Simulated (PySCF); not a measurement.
**Computed vibrations of [DyF4]−**

[DyF4]− (singlet in the valence; each metal's 4f electrons, 9 of them, lie in its core potential, out of spins and levels). PySCF 2.14.0, RKS PBE0, Dy lcecp-1-SVP with ECP55, F def2-SVP; non-relativistic Hamiltonian with scalar-relativistic core potentials where named; density fitting; no spin-orbit coupling. Central differences of gradients.

```xyz
5

Dy    0.0000    0.0000    0.0000
F     1.1952    1.1952    1.1952
F    -1.1952   -1.1952    1.1952
F     1.1952   -1.1952   -1.1952
F    -1.1952    1.1952   -1.1952
```

Run from Python with OMP_NUM_THREADS=2. Where DIIS fails, smearing, a level shift and second-order steps follow.
It took 19 s on 2 threads of Arm Neoverse V1 (shared host).

What are the harmonic wavenumbers and infrared intensities?

Modes are labelled in Td; negative numbers are unstable modes, those under 60 cm⁻¹ near the noise; a finer grid moves soft modes by up to 10 cm⁻¹.
```tsv
cm⁻¹	km/mol	symmetry
114	0.0	e
114	0.0	e
122	38.6	t2
122	38.6	t2
122	38.6	t2
518	136.8	t2
518	136.8	t2
518	136.8	t2
538	0.0	a1
```

Is this a minimum?

Yes. Ideal gas at 298.15 K and 1 bar: S = 362.4 J/(mol K), Cp = 93.8 J/(mol K), H − H(0 K) = 21.3 kJ/mol (rigid rotor, harmonic modes, spin degeneracy alone, that of the 4f electrons in the core included).

An lcecp potential fixes the number of 4f electrons, so in runs with it no electron can move into or out of that shell.
